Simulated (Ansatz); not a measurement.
Cl₂CrO₂, charge +1, doublet (typed; the unrestricted solution is spin-contaminated), geometry from GFN2-xTB (such geometries of metal compounds can be far from the true shape) (the multiplicity is a formal guess); WB97X-V/6-31G* in Ansatz (a program for electronic structure).

Here is a job for Ansatz.
Ansatz 0.2 input:
```yaml
crystal:
  periodic: [false, false, false]
  atoms:
    - {symbol: Cr, position_ang: [0.35013682, -0.06111891, 0.11288913]}
    - {symbol: O, position_ang: [1.43054935, -0.59187197, -0.87155890]}
    - {symbol: O, position_ang: [0.77826299, 0.20630785, 1.58371164]}
    - {symbol: Cl, position_ang: [-0.36525016, 1.69461310, -0.64793416]}
    - {symbol: Cl, position_ang: [-1.16850175, -1.42688565, 0.15343057]}
basis:
  gaussian:
    orbitals: 6-31G*
hamiltonian:
  xc: {name: wB97X-V}
total_charge: 1
magnetization: {spin_polarized: true, initial_magnetization: 1}
```

Output, abridged:

```
Functional definition: wB97X-V
900 factors; integrals over basis functions are off by at most 7.1e-4 eV
193 factors; integrals over basis functions are off by at most 1.8e-5 eV
mean field evaluation 1: about -57513.4988 eV, gradient 8.3e1 eV
mean field evaluation 2: about -57112.3280 eV, gradient 3.4e2 eV
mean field evaluation 4: about -57536.5450 eV, gradient 1.9e1 eV
mean field evaluation 8: about -57537.4973 eV, gradient 5.1e-1 eV
mean field evaluation 16: about -57537.5989 eV, gradient 1.2e-1 eV
mean field evaluation 32: about -57537.6015 eV, gradient 4.2e-4 eV
mean field evaluation 64: about -57537.3617 eV, gradient 1.6e0 eV
mean field -57537.60154159 eV, -2114.4678562664 hartree, gradient 8.8e-6 eV, S^2 0.920133; 4 other end points of the search recorded, 0 dependent functions left out
reference -57537.60153797 eV, -2114.4678561332 hartree; 37, 36 occupied and 67, 68 virtual orbitals, 900 factors
Total energy: -57537.60153797 eV, -2114.4678561332 hartree
```
